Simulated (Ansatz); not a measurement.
Task: Name a neutral molecule of F, O, Y and H with size of the dipole moment (PBE/def2-TZVPP) between 2.15 and 2.45 D and zero-point energy (PBE0-D4/def2-TZVP) between 27 and 43 kJ/mol (Ansatz, PBE0-D4/def2-TZVP geometry).

Result: `[OH][Y]([F])[F]` (2.29 D, 40.8 kJ/mol). Other molecules can fit too; these were computed, each in one conformer that needn't be the lowest.
